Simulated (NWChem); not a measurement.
All runs are NWChem calculations. System: C2H5O2, charge 0, spin multiplicity 2, at a geometry optimised with UPBE0/def2-SVP. The structure started from a generated list of species. Its SCF solution wasn't tested for a lower state. Level: UHF/def2-TZVP.

The NWChem input:

```
start mol
memory heap 200 mb stack 900 mb global 1100 mb
geometry units angstroms nocenter noautoz noautosym
  O      1.401808     0.020059     0.744034
  C      0.821893    -0.343343    -0.407877
  C     -0.721034    -0.436078    -0.193206
  O     -1.333921     0.769954     0.094818
  H      0.983527     0.385365    -1.236279
  H      1.126683    -1.356889    -0.753579
  H     -0.906966    -1.111906     0.654504
  H     -1.116922    -0.919654    -1.108728
  H     -1.234571     1.359500    -0.660242
end
basis spherical
  * library def2-tzvp
end
scf
  uhf
  nopen 1
  maxiter 100
  thresh 1e-7
  semidirect memsize 60000000 filesize 0
  # guess.movecs holds the orbitals of an unrestricted PBE0 run
  vectors input guess.movecs output mol.movecs
end
task scf energy
```

Part of the output:

```
             Northwest Computational Chemistry Package (NWChem) 7.3.0
             --------------------------------------------------------

                                NWChem Input Module
                                -------------------

 Scaling coordinates for geometry "geometry" by  1.889725989
 (inverse scale =  0.529177249)

                             Geometry "geometry" -> ""
                             -------------------------

 Output coordinates in angstroms (scale by  1.889725989 to convert to a.u.)

  No.       Tag          Charge          X              Y              Z
 ---- ---------------- ---------- -------------- -------------- --------------
    1 O                    8.0000     1.40180800     0.02005900     0.74403400
    2 C                    6.0000     0.82189300    -0.34334300    -0.40787700
    3 C                    6.0000    -0.72103400    -0.43607800    -0.19320600
    4 O                    8.0000    -1.33392100     0.76995400     0.09481800
    5 H                    1.0000     0.98352700     0.38536500    -1.23627900
    6 H                    1.0000     1.12668300    -1.35688900    -0.75357900
    7 H                    1.0000    -0.90696600    -1.11190600     0.65450400
    8 H                    1.0000    -1.11692200    -0.91965400    -1.10872800
    9 H                    1.0000    -1.23457100     1.35950000    -0.66024200

 Effective nuclear repulsion energy (a.u.)     124.2486380924

            Nuclear Dipole moment (a.u.)
            ----------------------------
        X                 Y               Z
 ---------------- ---------------- ----------------
     0.0000018897    -0.0000113384    -0.0000113384


 Summary of "ao basis" -> "" (spherical)
 ------------------------------------------------------------------------------
       Tag                 Description            Shells   Functions and Types
 ---------------- ------------------------------  ------  ---------------------
 *                         def2-tzvp                  on all atoms

 Summary of "ao basis" -> "ao basis" (spherical)
 ------------------------------------------------------------------------------
       Tag                 Description            Shells   Functions and Types
 ---------------- ------------------------------  ------  ---------------------
 O                         def2-tzvp                11       31   5s3p2d1f
 C                         def2-tzvp                11       31   5s3p2d1f
 H                         def2-tzvp                 4        6   3s1p

                                 NWChem SCF Module
                                 -----------------

  ao basis        = "ao basis"
  functions       =   154
  atoms           =     9
  alpha electrons =    17
  beta  electrons =    16
  charge          =   0.00
  wavefunction    = UHF
  use symmetry    = F
  symmetry adapt  = F

 Summary of "ao basis" -> "ao basis" (spherical)
 ------------------------------------------------------------------------------
       Tag                 Description            Shells   Functions and Types
 ---------------- ------------------------------  ------  ---------------------
 O                         def2-tzvp                11       31   5s3p2d1f
 C                         def2-tzvp                11       31   5s3p2d1f
 H                         def2-tzvp                 4        6   3s1p

 Forming initial guess at       0.1s

 Starting SCF solution at       0.1s

 ----------------------------------------------
         Quadratically convergent UHF

 Convergence threshold     :          1.000E-07
 Maximum no. of iterations :          100
 Integral*density screening:          1.000E-09
 ----------------------------------------------

              iter       energy          gnorm     gmax       time
             ----- ------------------- --------- --------- --------
                 1     -228.3703227314  6.43D-01  9.87D-02      7.2
                 2     -228.4009391611  4.74D-02  2.01D-02     14.4
                 3     -228.4019225392  3.49D-03  6.63D-04     27.6
  ga_iter_lsolve: convergence stagnant ... aborting solve

 Disabled NR: increased maxiter to 110

                 4     -228.4019263534  2.83D-03  4.13D-04     48.3
                 5     -228.4019278553  1.11D-03  3.83D-04     50.7
                 6     -228.4019292955  2.41D-03  4.30D-04     55.5
                 7     -228.4019315732  2.89D-03  4.75D-04     60.5
                 8     -228.4019345245  3.79D-03  7.15D-04     65.7
                 9     -228.4019413089  6.96D-03  1.74D-03     71.3
                10     -228.4019497788  4.38D-03  5.52D-04     78.4
                11     -228.4019525818  2.32D-03  5.67D-04     81.2
                12     -228.4019531524  1.04D-03  2.00D-04     86.7
                13     -228.4019532677  5.69D-04  1.44D-04     89.7
                14     -228.4019533093  3.85D-04  9.50D-05     95.9
                15     -228.4019533259  2.06D-04  4.68D-05    101.5
                16     -228.4019533301  7.32D-05  1.49D-05    104.1
                17     -228.4019533317  6.27D-05  1.40D-05    109.0
                18     -228.4019533331  7.56D-05  1.30D-05    114.0
                19     -228.4019533356  1.10D-04  1.62D-05    118.7
                20     -228.4019533410  1.47D-04  2.20D-05    123.3
                21     -228.4019533521  1.74D-04  3.07D-05    128.3
                22     -228.4019533583  1.32D-04  1.96D-05    132.8
                23     -228.4019533620  8.01D-05  1.46D-05    137.5
                24     -228.4019533626  2.64D-05  4.38D-06    141.9
[...]
              MO Center= -4.8D-01,  5.4D-02, -1.6D-01, r^2= 2.4D+00
   Bfn.  Coefficient  Atom+Function         Bfn.  Coefficient  Atom+Function
  ----- ------------  ---------------      ----- ------------  ---------------
    99      0.287960  4 O  px               102      0.261022  4 O  px
   105      0.212215  4 O  px                68     -0.202444  3 C  px
    37      0.199632  2 C  px                40      0.193142  2 C  px
    71     -0.185038  3 C  px                 6     -0.152460  1 O  px

 Vector   18  Occ=0.000000D+00  E= 1.287558D-01
              MO Center= -6.2D-01,  6.3D-01, -1.3D+00, r^2= 5.6D+00
   Bfn.  Coefficient  Atom+Function         Bfn.  Coefficient  Atom+Function
  ----- ------------  ---------------      ----- ------------  ---------------
    67      2.459256  3 C  s                145     -1.557013  8 H  s
    36      1.539822  2 C  s                127     -1.444703  5 H  s
   151     -1.313752  9 H  s                133     -0.867823  6 H  s
   139     -0.703452  7 H  s                 45     -0.534761  2 C  pz
    98      0.471158  4 O  s                 75     -0.391839  3 C  py

 Vector   19  Occ=0.000000D+00  E= 1.672900D-01
              MO Center= -4.3D-01, -7.5D-01, -6.2D-01, r^2= 7.6D+00
   Bfn.  Coefficient  Atom+Function         Bfn.  Coefficient  Atom+Function
  ----- ------------  ---------------      ----- ------------  ---------------
    67      2.191479  3 C  s                133     -2.044853  6 H  s
   139     -1.718479  7 H  s                 36      1.704945  2 C  s
   145     -1.308264  8 H  s                151      1.132046  9 H  s
    98     -1.081459  4 O  s                 44     -0.777536  2 C  py
    74     -0.431527  3 C  px               132      0.398644  6 H  s

 Vector   20  Occ=0.000000D+00  E= 1.852285D-01
              MO Center=  1.5D-01, -4.4D-01, -6.8D-01, r^2= 7.9D+00
   Bfn.  Coefficient  Atom+Function         Bfn.  Coefficient  Atom+Function
  ----- ------------  ---------------      ----- ------------  ---------------
    36      6.361850  2 C  s                 67     -5.954383  3 C  s
   127     -2.372160  5 H  s                139      2.005810  7 H  s
   133     -1.559370  6 H  s                 43     -1.491367  2 C  px
    74     -1.474649  3 C  px               145      1.367900  8 H  s
    75      0.682621  3 C  py                45     -0.528416  2 C  pz

                     UHF Final Beta Molecular Orbital Analysis
                     -----------------------------------------

 Vector   14  Occ=1.000000D+00  E=-5.022859D-01
              MO Center= -7.4D-01, -1.4D-01, -6.8D-02, r^2= 2.3D+00
   Bfn.  Coefficient  Atom+Function         Bfn.  Coefficient  Atom+Function
  ----- ------------  ---------------      ----- ------------  ---------------
   101     -0.240754  4 O  pz                70      0.224171  3 C  pz
   104     -0.213683  4 O  pz               138      0.203231  7 H  s
    73      0.188245  3 C  pz               144     -0.152963  8 H  s

 Vector   15  Occ=1.000000D+00  E=-4.590972D-01
              MO Center= -6.8D-01,  1.8D-01, -1.3D-01, r^2= 2.2D+00
   Bfn.  Coefficient  Atom+Function         Bfn.  Coefficient  Atom+Function
  ----- ------------  ---------------      ----- ------------  ---------------
    99      0.320244  4 O  px               102      0.290664  4 O  px
   105      0.225405  4 O  px                37      0.190014  2 C  px
    40      0.188897  2 C  px               144      0.153568  8 H  s

 Vector   16  Occ=1.000000D+00  E=-4.414374D-01
              MO Center=  1.1D+00, -1.3D-01,  1.1D-01, r^2= 1.9D+00
   Bfn.  Coefficient  Atom+Function         Bfn.  Coefficient  Atom+Function
  ----- ------------  ---------------      ----- ------------  ---------------
     7      0.368825  1 O  py                10      0.333064  1 O  py
    13      0.254352  1 O  py               126     -0.180739  5 H  s
   132      0.165843  6 H  s                 38     -0.158243  2 C  py

 Vector   17  Occ=0.000000D+00  E= 8.641291D-02
              MO Center=  7.3D-01, -1.8D-01, -3.3D-02, r^2= 4.3D+00
   Bfn.  Coefficient  Atom+Function         Bfn.  Coefficient  Atom+Function
  ----- ------------  ---------------      ----- ------------  ---------------
    67      2.075537  3 C  s                145     -1.147672  8 H  s
   127     -0.692892  5 H  s                133     -0.636836  6 H  s
    43      0.570103  2 C  px               139     -0.494420  7 H  s
    36      0.415649  2 C  s                151     -0.408045  9 H  s
    76     -0.380752  3 C  pz                12      0.337959  1 O  px

 Vector   18  Occ=0.000000D+00  E= 1.420386D-01
              MO Center= -3.2D-01,  1.1D+00, -9.1D-01, r^2= 5.1D+00
   Bfn.  Coefficient  Atom+Function         Bfn.  Coefficient  Atom+Function
  ----- ------------  ---------------      ----- ------------  ---------------
    36      1.627570  2 C  s                151     -1.455689  9 H  s
   127     -1.337516  5 H  s                 67      0.746845  3 C  s
   145     -0.717822  8 H  s                 98      0.664460  4 O  s
    45     -0.557683  2 C  pz                66     -0.391167  3 C  s
   133     -0.362645  6 H  s                106      0.349273  4 O  py

 Vector   19  Occ=0.000000D+00  E= 1.715500D-01
              MO Center=  1.3D-01, -1.1D+00, -5.6D-01, r^2= 7.1D+00
   Bfn.  Coefficient  Atom+Function         Bfn.  Coefficient  Atom+Function
  ----- ------------  ---------------      ----- ------------  ---------------
    36      3.121383  2 C  s                133     -2.394467  6 H  s
   139     -1.514355  7 H  s                 67      1.130504  3 C  s
   145     -1.051330  8 H  s                 98     -0.974960  4 O  s
   151      0.890571  9 H  s                 44     -0.810727  2 C  py
    74     -0.809360  3 C  px               127     -0.704218  5 H  s

 center of mass
 --------------
 x =   0.03526601 y =   0.05036951 z =   0.09523885

 moments of inertia (a.u.)
 ------------------
         123.624935809121          58.637555877995         -41.571613649933
          58.637555877995         341.400755779989         -14.126862006676
         -41.571613649933         -14.126862006676         354.249215288910

  Mulliken analysis of the total density
  --------------------------------------

    Atom       Charge   Shell Charges
 -----------   ------   -------------------------------------------------------
    1 O    8     8.25   0.79  1.18  0.59  1.00  0.33  1.78  1.88  0.66  0.00  0.03  0.00
    2 C    6     5.94   0.85  1.12  0.48  0.63  0.07  1.22  1.23  0.19  0.04  0.10  0.01
    3 C    6     5.94   0.85  1.12  0.48  0.63  0.05  1.19  1.23  0.21  0.03  0.11  0.01
    4 O    8     8.52   0.79  1.18  0.56  0.96  0.31  1.86  2.06  0.78  0.00  0.03  0.00
    5 H    1     0.94   0.27  0.52  0.14  0.02
    6 H    1     0.92   0.26  0.51  0.13  0.02
    7 H    1     0.90   0.27  0.50  0.11  0.02
    8 H    1     0.92   0.27  0.51  0.12  0.02
    9 H    1     0.67   0.25  0.34  0.04  0.05

  Mulliken analysis of the alpha density
  --------------------------------------

    Atom       Charge   Shell Charges
 -----------   ------   -------------------------------------------------------
    1 O    8     4.62   0.40  0.59  0.31  0.51  0.16  1.11  1.15  0.37  0.00  0.01  0.00
    2 C    6     2.90   0.43  0.56  0.24  0.31  0.03  0.59  0.58  0.08  0.02  0.06  0.01
    3 C    6     3.02   0.43  0.56  0.25  0.32  0.02  0.62  0.64  0.10  0.02  0.06  0.01
    4 O    8     4.26   0.40  0.59  0.28  0.48  0.15  0.93  1.03  0.39  0.00  0.02  0.00
    5 H    1     0.48   0.13  0.26  0.07  0.01
    6 H    1     0.47   0.14  0.26  0.07  0.01
    7 H    1     0.45   0.13  0.25  0.05  0.01
    8 H    1     0.46   0.13  0.26  0.06  0.01
    9 H    1     0.34   0.12  0.17  0.02  0.02

   Mulliken analysis of the beta density
   -------------------------------------

    Atom       Charge   Shell Charges
 -----------   ------   -------------------------------------------------------
    1 O    8     3.63   0.40  0.59  0.29  0.49  0.17  0.67  0.73  0.28  0.00  0.01  0.00
    2 C    6     3.04   0.43  0.56  0.24  0.32  0.04  0.63  0.65  0.10  0.02  0.05  0.00
    3 C    6     2.92   0.43  0.56  0.23  0.31  0.03  0.58  0.60  0.11  0.02  0.06  0.01
    4 O    8     4.26   0.40  0.59  0.28  0.48  0.15  0.93  1.03  0.39  0.00  0.02  0.00
    5 H    1     0.46   0.13  0.25  0.07  0.01
    6 H    1     0.45   0.13  0.25  0.06  0.01
    7 H    1     0.45   0.13  0.25  0.05  0.01
    8 H    1     0.45   0.13  0.25  0.06  0.01
    9 H    1     0.34   0.12  0.17  0.02  0.02

   Mulliken analysis of the spin density
   -------------------------------------

    Atom       Charge   Shell Charges
 -----------   ------   -------------------------------------------------------
    1 O    8     0.99   0.00 -0.00  0.02  0.02 -0.01  0.44  0.42  0.09 -0.00 -0.00 -0.00
    2 C    6    -0.14  -0.00  0.00 -0.01 -0.02 -0.01 -0.04 -0.06 -0.02  0.00  0.01  0.00
    3 C    6     0.09   0.00 -0.00  0.01  0.01 -0.01  0.04  0.04 -0.00  0.00  0.00  0.00
    4 O    8    -0.00  -0.00  0.00 -0.00 -0.00  0.00 -0.00 -0.00  0.00  0.00  0.00  0.00
    5 H    1     0.02   0.00  0.01  0.01 -0.00
    6 H    1     0.03   0.01  0.02  0.01 -0.00
    7 H    1    -0.01  -0.00 -0.00 -0.00  0.00
    8 H    1     0.01   0.00  0.00  0.01  0.00
    9 H    1     0.00   0.00  0.00  0.00 -0.00

       Multipole analysis of the density wrt the origin
       ------------------------------------------------

     L   x y z        total         alpha         beta         nuclear
     -   - - -        -----         -----         ----         -------
     0   0 0 0      0.000000    -17.000000    -16.000000     33.000000

     1   1 0 0     -0.115233     -1.252686      1.137451      0.000002
     1   0 1 0     -0.289924     -0.121835     -0.168078     -0.000011
     1   0 0 1     -1.135419     -1.170623      0.035216     -0.000011

     2   2 0 0    -20.647168    -90.836207    -83.219182    153.408222
     2   1 1 0     -0.004813     15.296286     15.376556    -30.677656
     2   1 0 1     -0.147745    -11.583220     -8.389191     19.824666
     2   0 2 0    -16.697321    -30.914743    -30.471360     44.688783
     2   0 1 1     -1.651466     -4.486643     -4.269858      7.105035
     2   0 0 2    -17.982958    -27.885174    -25.496350     35.398566

 Task  times  cpu:      226.6s     wall:      226.6s

 Total times  cpu:      226.6s     wall:      226.6s
```
